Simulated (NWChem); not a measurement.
System: BCl2, doublet; SMILES Cl[B]Cl

Here is an NWChem input.

```
start job
memory heap 200 mb stack 900 mb global 1100 mb
geometry units angstroms noautoz
  Cl     1.530211     0.000000    -0.099726
  B      0.000000     0.000000     0.703551
  Cl    -1.530211     0.000000    -0.099726
end
basis spherical
  * library def2-svp
end
dft
  odft
  mult 2
  xc m06-2x
  iterations 150
  mulliken
end
task dft energy
```

NWChem printed, in part:

```
             Northwest Computational Chemistry Package (NWChem) 7.3.0
             --------------------------------------------------------

 C2V symmetry detected

                             Geometry "geometry" -> ""
                             -------------------------

 Output coordinates in angstroms (scale by  1.889725989 to convert to a.u.)

  No.       Tag          Charge          X              Y              Z
 ---- ---------------- ---------- -------------- -------------- --------------
    1 Cl                  17.0000     1.53021100     0.00000000    -0.10298423
    2 B                    5.0000     0.00000000     0.00000000     0.70029277
    3 Cl                  17.0000    -1.53021100     0.00000000    -0.10298423

 Effective nuclear repulsion energy (a.u.)     102.0241127762

      Symmetry information
      --------------------

 Group name             C2v
 Group number             16
 Group order               4
 No. of unique centers     2

                                 NWChem DFT Module
                                 -----------------

 Summary of "ao basis" -> "ao basis" (spherical)
 ------------------------------------------------------------------------------
       Tag                 Description            Shells   Functions and Types
 ---------------- ------------------------------  ------  ---------------------
 Cl                         def2-svp                 8       18   4s3p1d
 B                          def2-svp                 6       14   3s2p1d

      Symmetry analysis of basis
      --------------------------

        a1         20
        a2          6
        b1         16
        b2          8

            General Information
            -------------------
          SCF calculation type: DFT
          Wavefunction type:  spin polarized.
          No. of atoms     :     3
          No. of electrons :    39
           Alpha electrons :    20
            Beta electrons :    19
          Charge           :     0
          Spin multiplicity:     2
          Use of symmetry is: on ; symmetry adaption is: on
          Maximum number of iterations: 150
          AO basis - number of functions:    50
                     number of shells:    22
          Convergence on energy requested:  1.00D-06
          Convergence on density requested:  1.00D-05
          Convergence on gradient requested:  5.00D-04

              XC Information
              --------------
                       M06-2X Method XC Functional
                     Hartree-Fock (Exact) Exchange  0.540
                        M06-2X Exchange Functional  1.000
                      M06-2X Correlation Potential  1.000

             Grid Information
             ----------------
          Grid used for XC integration:  medium
          Radial quadrature: Mura-Knowles
          Angular quadrature: Lebedev.
          Tag              B.-S. Rad. Rad. Pts. Rad. Cut. Ang. Pts.
          ---              ---------- --------- --------- ---------
          Cl                  1.00       88           8.0       590
          B                   0.85       49           7.0       434
          Grid pruning is: on
          Number of quadrature shells:   137
          Spatial weights used:  Erf1

      Superposition of Atomic Density Guess
      -------------------------------------

 Sum of atomic energies:        -943.15103307

      Non-variational initial energy
      ------------------------------

 Total energy =    -943.841935
 1-e energy   =   -1505.369011
 2-e energy   =     459.502963
 HOMO         =      -0.106422
 LUMO         =       0.044626

   Symmetry analysis of molecular orbitals - initial alpha
   -------------------------------------------------------

  Numbering of irreducible representations:

     1 a1          2 a2          3 b1          4 b2

  Orbital symmetries:

     1 a1          2 b1          3 a1          4 b1          5 a1
     6 b1          7 b2          8 a1          9 b1         10 a2
    11 a1         12 a1         13 b1         14 a1         15 b1
    16 a1         17 b2         18 a2         19 b1         20 a1
    21 b2         22 a1         23 b1         24 a1         25 b1
    26 a1         27 b2         28 b1         29 a1         30 a2

   Symmetry analysis of molecular orbitals - initial beta
   ------------------------------------------------------

  Numbering of irreducible representations:

     1 a1          2 a2          3 b1          4 b2

  Orbital symmetries:

     1 a1          2 b1          3 a1          4 b1          5 a1
     6 b1          7 b2          8 a1          9 b1         10 a2
    11 a1         12 a1         13 b1         14 a1         15 b1
    16 a1         17 b2         18 a2         19 b1         20 a1
    21 b2         22 a1         23 b1         24 a1         25 b1
    26 a1         27 b2         28 b1         29 a1         30 a2

     ---------------------------------------------
      Total Density - Mulliken Population Analysis
     ---------------------------------------------

    Atom       Charge   Shell Charges
 -----------   ------   -------------------------------------------------------
    1 Cl  17    17.20   2.00  1.99  1.23  0.69  5.94  2.14  3.19  0.02
    2 B    5     4.60   1.99  0.92  0.39  0.86  0.36  0.08
    3 Cl  17    17.20   2.00  1.99  1.23  0.69  5.94  2.14  3.19  0.02

     --------------------------------------------
      Spin Density - Mulliken Population Analysis
     --------------------------------------------

    Atom       Charge   Shell Charges
 -----------   ------   -------------------------------------------------------
    1 Cl  17     0.11   0.00  0.00  0.01 -0.01  0.00  0.06  0.05  0.00
    2 B    5     0.77   0.00  0.17  0.27  0.21  0.12  0.00
    3 Cl  17     0.11   0.00  0.00  0.01 -0.01  0.00  0.06  0.05  0.00

   convergence    iter        energy       DeltaE   RMS-Dens  Diis-err
 ---------------- ----- ----------------- --------- --------- ---------
 d= 0,ls=0.0,diis     1   -944.8539769960 -1.05D+03  1.14D-02  7.91D-02
                                                     7.07D-03  6.53D-02
 d= 0,ls=0.0,diis     2   -944.8724751405 -1.85D-02  4.20D-03  5.81D-02
                                                     4.21D-03  6.16D-02
 d= 0,ls=0.0,diis     3   -944.9089433957 -3.65D-02  1.48D-03  1.87D-03
                                                     8.00D-04  1.23D-03
 d= 0,ls=0.0,diis     4   -944.9105431045 -1.60D-03  6.08D-04  8.72D-05
                                                     3.32D-04  1.30D-04
 d= 0,ls=0.0,diis     5   -944.9107383821 -1.95D-04  2.69D-04  1.96D-05
                                                     1.39D-04  1.21D-05
  Resetting Diis
 d= 0,ls=0.0,diis     6   -944.9107663729 -2.80D-05  4.23D-05  5.10D-07
                                                     3.84D-05  1.58D-06
 d= 0,ls=0.0,diis     7   -944.9107681885 -1.82D-06  9.37D-06  9.09D-08
                                                     7.81D-06  8.71D-08
 d= 0,ls=0.0,diis     8   -944.9107683531 -1.65D-07  4.30D-06  1.76D-08
                                                     4.68D-06  2.21D-08

         Total DFT energy =     -944.910768353066
      One electron energy =    -1506.004996746960
           Coulomb energy =      519.603686142091
    Exchange-Corr. energy =      -60.533570524422
 Nuclear repulsion energy =      102.024112776224

 Numeric. integr. density =       39.000000784359

                  Occupations of the irreducible representations
                  ----------------------------------------------

                     irrep           alpha         beta
                     --------     --------     --------
                     a1                9.0          8.0
                     a2                2.0          2.0
                     b1                7.0          7.0
                     b2                2.0          2.0

                    DFT Final Alpha Molecular Orbital Analysis
                    ------------------------------------------

 Vector   18  Occ=1.000000D+00  E=-4.066025D-01  Symmetry=a2
              MO Center= -4.0D-15,  4.0D-18, -8.3D-02, r^2= 3.4D+00
   Bfn.  Coefficient  Atom+Function         Bfn.  Coefficient  Atom+Function
  ----- ------------  ---------------      ----- ------------  ---------------
    12      0.463325  1 Cl py                44     -0.463325  3 Cl py
     9      0.343626  1 Cl py                41     -0.343626  3 Cl py
     6      0.197030  1 Cl py                38     -0.197030  3 Cl py
    28      0.040395  2 B  d -2

 Vector   19  Occ=1.000000D+00  E=-3.993203D-01  Symmetry=b1
              MO Center=  3.7D-15, -1.3D-16, -5.6D-02, r^2= 3.5D+00
   Bfn.  Coefficient  Atom+Function         Bfn.  Coefficient  Atom+Function
  ----- ------------  ---------------      ----- ------------  ---------------
    13      0.343099  1 Cl pz                45     -0.343099  3 Cl pz
    11      0.309073  1 Cl px                43      0.309073  3 Cl px
    10      0.263378  1 Cl pz                42     -0.263378  3 Cl pz
     8      0.238927  1 Cl px                40      0.238927  3 Cl px
     7      0.148737  1 Cl pz                39     -0.148737  3 Cl pz

 Vector   20  Occ=1.000000D+00  E=-2.707999D-01  Symmetry=a1
              MO Center= -2.5D-15,  6.3D-17,  8.5D-01, r^2= 2.4D+00
   Bfn.  Coefficient  Atom+Function         Bfn.  Coefficient  Atom+Function
  ----- ------------  ---------------      ----- ------------  ---------------
    24      0.497495  2 B  pz                21     -0.431331  2 B  s
    20     -0.373666  2 B  s                 13      0.332543  1 Cl pz
    45      0.332543  3 Cl pz                10      0.209946  1 Cl pz
    27     -0.209946  2 B  pz                42      0.209946  3 Cl pz
    19     -0.138082  2 B  s                  7      0.118567  1 Cl pz

 Vector   21  Occ=0.000000D+00  E=-3.351133D-02  Symmetry=b2
              MO Center= -9.1D-15,  3.5D-16,  5.5D-01, r^2= 2.4D+00
   Bfn.  Coefficient  Atom+Function         Bfn.  Coefficient  Atom+Function
  ----- ------------  ---------------      ----- ------------  ---------------
    23      0.633163  2 B  py                26     -0.531688  2 B  py
    12      0.364102  1 Cl py                44      0.364102  3 Cl py
     9      0.176920  1 Cl py                41      0.176920  3 Cl py
     6      0.102387  1 Cl py                38      0.102387  3 Cl py
    14      0.061267  1 Cl d -2              46     -0.061267  3 Cl d -2

 Vector   22  Occ=0.000000D+00  E= 1.388348D-01  Symmetry=a1
              MO Center= -2.3D-17, -2.6D-16, -3.7D-02, r^2= 3.2D+00
   Bfn.  Coefficient  Atom+Function         Bfn.  Coefficient  Atom+Function
  ----- ------------  ---------------      ----- ------------  ---------------
    21      1.563217  2 B  s                 27     -0.934736  2 B  pz
     4     -0.772007  1 Cl s                 36     -0.772007  3 Cl s
    11      0.657222  1 Cl px                43     -0.657222  3 Cl px
    24      0.418155  2 B  pz                 3     -0.239575  1 Cl s
    35     -0.239575  3 Cl s                  2      0.169793  1 Cl s

 Vector   23  Occ=0.000000D+00  E= 1.809223D-01  Symmetry=b1
              MO Center=  1.4D-14, -4.1D-17,  9.4D-01, r^2= 3.8D+00
   Bfn.  Coefficient  Atom+Function         Bfn.  Coefficient  Atom+Function
  ----- ------------  ---------------      ----- ------------  ---------------
    25      1.652763  2 B  px                 4     -0.913527  1 Cl s
    36      0.913527  3 Cl s                 22     -0.480767  2 B  px
    13     -0.465031  1 Cl pz                45      0.465031  3 Cl pz
    11      0.376745  1 Cl px                43      0.376745  3 Cl px
     3     -0.209070  1 Cl s                 35      0.209070  3 Cl s

                     DFT Final Beta Molecular Orbital Analysis
                     -----------------------------------------

 Vector   17  Occ=1.000000D+00  E=-4.411297D-01  Symmetry=a1
              MO Center= -8.5D-15,  4.2D-15,  1.1D-02, r^2= 3.2D+00
   Bfn.  Coefficient  Atom+Function         Bfn.  Coefficient  Atom+Function
  ----- ------------  ---------------      ----- ------------  ---------------
    13      0.381181  1 Cl pz                45      0.381181  3 Cl pz
    10      0.298541  1 Cl pz                42      0.298541  3 Cl pz
     7      0.171181  1 Cl pz                39      0.171181  3 Cl pz
    11      0.133783  1 Cl px                43     -0.133783  3 Cl px
    24     -0.113905  2 B  pz                 8      0.110353  1 Cl px

 Vector   18  Occ=1.000000D+00  E=-4.078826D-01  Symmetry=a2
              MO Center=  4.6D-14, -4.3D-17, -8.4D-02, r^2= 3.4D+00
   Bfn.  Coefficient  Atom+Function         Bfn.  Coefficient  Atom+Function
  ----- ------------  ---------------      ----- ------------  ---------------
    12      0.463955  1 Cl py                44     -0.463955  3 Cl py
     9      0.343799  1 Cl py                41     -0.343799  3 Cl py
     6      0.197112  1 Cl py                38     -0.197112  3 Cl py
    28      0.036979  2 B  d -2

 Vector   19  Occ=1.000000D+00  E=-3.937905D-01  Symmetry=b1
              MO Center=  1.1D-14, -1.2D-16, -5.5D-02, r^2= 3.5D+00
   Bfn.  Coefficient  Atom+Function         Bfn.  Coefficient  Atom+Function
  ----- ------------  ---------------      ----- ------------  ---------------
    13      0.346551  1 Cl pz                45     -0.346551  3 Cl pz
    11      0.305727  1 Cl px                43      0.305727  3 Cl px
    10      0.267516  1 Cl pz                42     -0.267516  3 Cl pz
     8      0.229534  1 Cl px                40      0.229534  3 Cl px
     7      0.151780  1 Cl pz                39     -0.151780  3 Cl pz

 Vector   20  Occ=0.000000D+00  E=-4.574478D-02  Symmetry=a1
              MO Center= -5.4D-16,  2.3D-17,  1.3D+00, r^2= 2.5D+00
   Bfn.  Coefficient  Atom+Function         Bfn.  Coefficient  Atom+Function
  ----- ------------  ---------------      ----- ------------  ---------------
    21      0.843408  2 B  s                 27      0.432428  2 B  pz
    13     -0.301806  1 Cl pz                45     -0.301806  3 Cl pz
    24     -0.292683  2 B  pz                10     -0.136488  1 Cl pz
    42     -0.136488  3 Cl pz                 4     -0.127258  1 Cl s
    36     -0.127258  3 Cl s                 19      0.103789  2 B  s

 Vector   21  Occ=0.000000D+00  E=-4.680644D-03  Symmetry=b2
              MO Center= -8.4D-15,  2.7D-16,  5.7D-01, r^2= 2.7D+00
   Bfn.  Coefficient  Atom+Function         Bfn.  Coefficient  Atom+Function
  ----- ------------  ---------------      ----- ------------  ---------------
    26      0.678906  2 B  py                23     -0.524576  2 B  py
    12     -0.375689  1 Cl py                44     -0.375689  3 Cl py
     9     -0.162862  1 Cl py                41     -0.162862  3 Cl py
     6     -0.095756  1 Cl py                38     -0.095756  3 Cl py
    14     -0.065402  1 Cl d -2              46      0.065402  3 Cl d -2

 Vector   22  Occ=0.000000D+00  E= 1.386560D-01  Symmetry=a1
              MO Center= -3.3D-15, -8.7D-16, -5.2D-02, r^2= 3.3D+00
   Bfn.  Coefficient  Atom+Function         Bfn.  Coefficient  Atom+Function
  ----- ------------  ---------------      ----- ------------  ---------------
    21      1.565458  2 B  s                 27     -1.106971  2 B  pz
     4     -0.833770  1 Cl s                 36     -0.833770  3 Cl s
    11      0.677152  1 Cl px                43     -0.677152  3 Cl px
    24      0.318295  2 B  pz                 3     -0.218535  1 Cl s
    35     -0.218535  3 Cl s                 20      0.193691  2 B  s

     ---------------------------------------------
      Total Density - Mulliken Population Analysis
     ---------------------------------------------

[...]
```

Level: M06-2X/def2-SVP, spin-unrestricted. In the optimisation the excess spin sits in a1 (C2v, its own frame). Structure relaxed at the PBE0/def2-SVP, spin-unrestricted level. No stability test was run on the SCF state.
